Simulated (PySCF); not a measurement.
# Working out the ionisation energy of Cr

Cr [Ar] 3d5 4s1 (7S) → Cr⁺ [Ar] 3d5 (6S). Computed with PySCF 2.14 in Sapporo-DKH3-DZP-2012, with scalar relativity by spin-free X2C-1e. Frozen: [Ar]. Energies in hartree (1 hartree = 27.21139 eV):

```json
{"part": "UHF", "Cr (lower)": "-1049.631840", "Cr⁺ (upper)": "-1049.410883"}
{"part": "MP2 opposite-spin", "Cr (lower)": "0.000000", "Cr⁺ (upper)": "0.000000"}
{"part": "MP2 same-spin", "Cr (lower)": "-0.079687", "Cr⁺ (upper)": "-0.063685"}
```

Question: What does Hartree-Fock give?

Answer: (-1049.410883) − (-1049.631840) = 0.220957 hartree = 6.013 eV.

Question: What do MP2 and SCS-MP2 (6/5 opposite-spin, 1/3 same-spin) give?

Answer: The opposite-spin parts differ by 0.000 eV and the same-spin parts by 0.435 eV. MP2: 6.013 + (0.000) + (0.435) = 6.448 eV. SCS-MP2: 6.013 + 1.2 × (0.000) + (0.435)/3 = 6.158 eV.

Measured between the centres of the two terms (NIST): 6.767 eV, so MP2 (valence) is off by -0.319 eV.

A double-zeta basis recovers only part of the correlation energy.

What remains against the reference includes basis incompleteness, the frozen core and correlation beyond second order.
